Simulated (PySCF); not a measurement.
2-thiophenecarbonitrile, C5H3NS.
Atom-mapped SMILES: `[N:1]#[C:2][c:3]1[cH:4][cH:5][cH:6][s:7]1`

Cartesian coordinates in Å at the GFN2-xTB level; atoms count from 1:
```xyz
10
C5H3NS angstrom
N      3.3532   -0.6269    0.5927
C      2.2520   -0.3506    0.4235
C      0.9109   -0.0221    0.2147
C     -0.0660   -0.8191   -0.3267
C     -1.3119   -0.1719   -0.3914
C     -1.2676    1.0987    0.0957
S      0.2917    1.5433    0.6487
H      0.1162   -1.8251   -0.6596
H     -2.2016   -0.6304   -0.7834
H     -2.0680    1.8087    0.1634
```

Probes without a nucleus sit at each ring's centroid and 1 Å off its mean plane on both sides; NICS is minus the shielding there, NICSzz its component along the normal. Level: GIAO PBE0/pcSseg-1 (PySCF, non-relativistic, gas phase) on the GFN2-xTB geometry, one conformer.

Ring bond lengths (Å), with Mayer bond orders in brackets: C3–C4 1.372 (1.48), C4–C5 1.405 (1.30), C5–C6 1.361 (1.55), C6–S7 1.713 (1.19), S7–C3 1.738 (1.14).

**Question.** Give the NICS values of each ring in ppm.

**Answer.** 
| ring | type | NICS(0) | NICS(1), two faces | NICS(1)zz, two faces | rms pucker (Å) | centre to ring atoms, mean (Å) |
| --- | --- | --- | --- | --- | --- | --- |
| C3–C4–C5–C6–S7 | 5-membered ring with S; formal bonds all aromatic | -13.4 | -11.7 / -11.7 | -27.1 / -27.1 | 0.00 | 1.29 |

**Question.** What do they say, and how far can they be read as aromaticity?

**Answer.** 
- C3–C4–C5–C6–S7: mean NICS(1)zz -27.1 ppm, shielded. The ring is flat and has no four-coordinate atom; by the NICS criterion it is aromatic.

**Question.** And the bond-length index? HOMA = 1 − mean of α(R − Ropt)² over the ring bonds, with Krygowski's 1993 parameters (CC: Ropt 1.388 Å, α 257.7 Å⁻²; CS: Ropt 1.677 Å, α 94.09 Å⁻²).

**Answer.** 
- C3–C4–C5–C6–S7: HOMA 0.84; the largest term is that of S7–C3, α(R − Ropt)² = 0.36. The geometric and the magnetic index point the same way.

**Question.** Give the inner angles of the rings and the Hirshfeld charges of the ring atoms.

**Answer.** 
- C3–C4–C5–C6–S7: C3 111.6° (-0.026 e), C4 112.4° (-0.044 e), C5 112.6° (-0.062 e), C6 112.8° (-0.064 e), S7 90.6° (+0.149 e); sum 540.0° against 540° for a flat convex ring.
